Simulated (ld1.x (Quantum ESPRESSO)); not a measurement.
An all-electron radial function and its pseudo partner (Ta)

Columns: radius, all-electron u(r) and pseudo u(r) of the 5d shell (level -3.59 eV) of tantalum in the configuration [Xe] 4f14 5d3 6s2 6p0; PBE, scalar-relativistic, RRKJ scheme, ld1.x (Quantum ESPRESSO) 7.5.

```tsv
r (bohr)	all-electron	pseudo
0.192	0.0675	0.0060
0.385	-0.2991	0.0449
0.578	-0.1176	0.1348
0.770	0.1970	0.2700
0.962	0.4449	0.4260
1.155	0.5992	0.5702
1.348	0.6770	0.6734
1.540	0.7023	0.7228
1.732	0.6953	0.7238
1.925	0.6693	0.6917
2.118	0.6331	0.6448
2.310	0.5925	0.5962
2.502	0.5505	0.5509
2.695	0.5085	0.5085
2.888	0.4679	0.4679
3.080	0.4293	0.4293
3.272	0.3928	0.3928
3.465	0.3584	0.3584
3.658	0.3264	0.3264
3.850	0.2969	0.2969
4.043	0.2695	0.2695
4.235	0.2445	0.2445
4.428	0.2215	0.2215
4.620	0.2007	0.2007
4.812	0.1817	0.1817
5.005	0.1644	0.1644
```

**Question.** How many radial nodes do the two functions have?

**Answer.** The all-electron 5d function has n − l − 1 = 2; the pseudo-wave has 0, since the states of the same l below it are removed with the core.

**Question.** At about which radius was the pseudo-wave matched?

**Answer.** 2.70 bohr. The columns agree to 0.0005 from 2.50 bohr on; several derivatives are matched, so the curves merge somewhat inside the radius.

**Question.** Where does each function peak?

**Answer.** Outermost all-electron maximum near 1.54 bohr, pseudo maximum near 1.73 bohr (to the table’s step).

**Question.** Is the pseudo-wave norm-conserving?

**Answer.** Yes: the RRKJ scheme keeps the norm inside the radius equal to the all-electron one, which fixes the energy derivative of the logarithmic derivative at the level.
